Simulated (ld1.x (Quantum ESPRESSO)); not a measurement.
# u(r) = r·R(r): atom against pseudo-atom (magnesium (Mg))

Columns: radius, all-electron u(r) and pseudo u(r) of the 2p shell (level -46.79 eV) of magnesium in the configuration [He] 2s2 2p6 3s2 3p0; PW91, non-relativistic, ultrasoft scheme, ld1.x (Quantum ESPRESSO) 7.5.

| r (bohr) | all-electron | pseudo |
| --- | --- | --- |
| 0.078 | 0.2059 | 0.0123 |
| 0.155 | 0.5383 | 0.0475 |
| 0.232 | 0.8193 | 0.1029 |
| 0.310 | 1.0114 | 0.1750 |
| 0.388 | 1.1159 | 0.2572 |
| 0.465 | 1.1511 | 0.3422 |
| 0.542 | 1.1382 | 0.4244 |
| 0.620 | 1.0930 | 0.4989 |
| 0.698 | 1.0280 | 0.5595 |
| 0.775 | 0.9535 | 0.6022 |
| 0.852 | 0.8748 | 0.6260 |
| 0.930 | 0.7946 | 0.6307 |
| 1.008 | 0.7169 | 0.6172 |
| 1.085 | 0.6441 | 0.5889 |
| 1.162 | 0.5762 | 0.5495 |
| 1.240 | 0.5128 | 0.5023 |
| 1.318 | 0.4550 | 0.4520 |
| 1.395 | 0.4033 | 0.4028 |
| 1.472 | 0.3567 | 0.3567 |
| 1.550 | 0.3143 | 0.3143 |
| 1.628 | 0.2766 | 0.2766 |
| 1.705 | 0.2435 | 0.2435 |
| 1.782 | 0.2142 | 0.2142 |
| 1.860 | 0.1879 | 0.1879 |
| 1.938 | 0.1648 | 0.1648 |
| 2.015 | 0.1447 | 0.1447 |

(1) How many radial nodes do the two functions have?

(2) At about which radius was the pseudo-wave matched?

(3) Where does each function peak?

(4) Is the pseudo-wave norm-conserving?

Answers

(1) The all-electron 2p function has n − l − 1 = 0; the pseudo-wave has 0.

(2) 1.55 bohr. The columns agree to 0.0005 from 1.47 bohr on; several derivatives are matched, so the curves merge somewhat inside the radius.

(3) Outermost all-electron maximum near 0.47 bohr, pseudo maximum near 0.93 bohr (to the table’s step).

(4) No, it belongs to an ultrasoft set: the norm inside the radius is not constrained, and the difference is carried by the augmentation charge.
